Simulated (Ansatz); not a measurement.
The first iterations of a band of C₂H₅NSSi (10 atoms, charge 0, multiplicity 1).

The calculation used RKS BHLYP-D4/def2-mTZVP in Ansatz 0.2.0.

```yaml
movable_images: 7
climbing_image: yes
spring: 0.1 eV/Å²
optimiser: quadratic models (default)
start_path: IDPP
force_threshold: 0.05 eV/Å
iteration_limit: 60
end_points: relaxed
```

Initial state:

```xyz
10
Properties=species:S:1:pos:R:3
N 0.138 0.235 1.938
Si 0.471 -0.492 0.442
C -0.760 -1.075 -0.703
C -0.188 0.053 -1.142
S -0.459 1.056 -2.540
H 0.817 0.303 2.669
H -0.723 0.694 2.160
H 1.816 -1.062 0.561
H -1.548 -1.704 -1.078
H 0.519 1.942 -2.304
```

Final state:

```xyz
10
Properties=species:S:1:pos:R:3
N 0.144 0.086 2.070
Si 0.578 -0.458 0.524
C -0.575 -0.819 -0.785
C 0.090 0.317 -1.026
S 0.111 1.557 -2.237
H 0.778 0.064 2.844
H -0.695 0.593 2.270
H 1.875 -1.124 0.676
H -1.356 -1.343 -1.307
H -0.868 1.075 -3.027
```

| iteration | highest image above the first end (eV) | largest band force component (eV/Å) |
| --- | --- | --- |
| 1 | 0.415 | 1.305 |
| 2 | 0.317 | 0.699 |

Q: Does the band converge within its limit, and where does its top end?

A: The run converged. It ended after 5 iterations with the highest image 0.286 eV above the first end. Another band between the same ends (7 images) ends at a top of the same energy, where a vibrational analysis finds 1 clearly imaginary mode.

The run took 2.3 min on 2 threads of Arm Neoverse V1 (shared host), peak memory 0.26 GiB.
